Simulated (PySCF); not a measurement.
## Worked example: oscillator strength and radiative lifetime

AlH6NO2Si, SMILES [OH][Al]([OH])[SiH2]N.

Coordinates come from a B3LYP-D3(BJ)/def2-SVP optimisation. The structure was generated by enumeration; whether it is a known compound was not checked. One conformer was computed; it need not be the lowest.

TDA-PBE/def2-SVPD run with PySCF puts the first singlet state with f over 0.02 at 5.85 eV (vertical), with the transition dipole (-0.924, -0.493, 0.241) in atomic units.

Question: Find the oscillator strength, the wavelength and the radiative lifetime that this transition would have in vacuum if emission retraced absorption.

Answer: 
|μ|² = 1.1549 au, so |μ| = 2.73 D. ΔE = 5.85/27.211 = 0.2150 hartree. f = (2/3) ΔE |μ|² = 0.166 (the program prints 0.165).
λ = 1239.84/5.85 = 212 nm; ν = 47183 cm⁻¹.
Einstein's coefficient A = 0.6670 ν² f s⁻¹ (ν in cm⁻¹) = 2.5e8 s⁻¹, so τ = 1/A = 4.1 ns. This state is S4; the lower singlets have f = 0.006, 0.005, 0.009. The figure is the radiative limit of this one transition; relaxation, internal conversion, crossing to triplets and a medium change what is measured.
